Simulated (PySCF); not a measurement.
CH₅AlOSe, SMILES [AlH]([SeH])[O]C.

The structure is a stationary point at PBE-D3(BJ)/def2-SVP. Other conformers were not sampled.

Two levels are set side by side: PBE/def2-TZVP (PySCF) and M06-2X/def2-TZVP (PySCF). Same geometry, gas phase. Differences are taken from unrounded values.

```
quantity                     M06-2X    PBE  PBE minus M06-2X
---------------------------  ------  -----  ----------------
orbital gap (eV)               8.25   4.68             -3.57
highest occupied level (eV)   -8.42  -6.17              2.25
lowest empty level (eV)       -0.17  -1.48             -1.31
dipole moment (D)              0.10   0.24              0.14
mean polarisability (bohr³)    68.4   73.0               4.5
```

Without exact exchange PBE keeps part of each electron's self-repulsion, which lifts occupied levels and narrows the gap. Loosely held outer electrons make PBE densities more polarisable. Differences between two approximate levels are no errors against the true value.

Rough cost on one machine, each run with all the roots and properties that it gave: M06-2X against PBE about 3 times.
